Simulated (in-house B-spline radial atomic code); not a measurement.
A fraction x of an electron is removed from 2p in Ne VI (Ne5+), starting from [He] 2s2 2p1 and keeping the highest spin. Level of theory: scalar-relativistic (X2C) BLYP, spin-polarised, spherical fractional occupations, Fermi nucleus of rms radius 3.0055 fm; calculated with an all-electron radial atomic-structure program (B-spline basis).

```csv
x,E(x) - E(0) (eV),2p up level (eV)
0,0.0000,-142.591
0.06,8.6120,-144.477
0.18,26.1761,-148.261
0.37,54.9171,-154.282
0.48,72.0804,-157.780
0.5,75.2424,-158.417
0.58,88.0177,-160.965
0.64,97.7330,-162.878
0.86,134.3378,-169.892
0.9,141.1590,-171.166
1,158.4347,-
```

The exact functional would give a straight line between the two integer points. Deviations E(x) - E(0) - x[E(1) - E(0)], in eV: -0.894 at x = 0.06, -2.342 at x = 0.18, -3.704 at x = 0.37, -3.968 at x = 0.48, -3.975 at x = 0.5, -3.874 at x = 0.58, -3.665 at x = 0.64, -1.916 at x = 0.86, -1.432 at x = 0.9.

The curve lies below the straight line by up to 3.975 eV (at x = 0.5): convex, the delocalisation error that favours fractional charges.

Task: How well does Slater's transition state (minus the level at half occupation) give the ionisation energy?

Result: It gives 158.417 eV against 158.435 eV from the two total energies; NIST lists 157.93 eV, ground level to ground level.
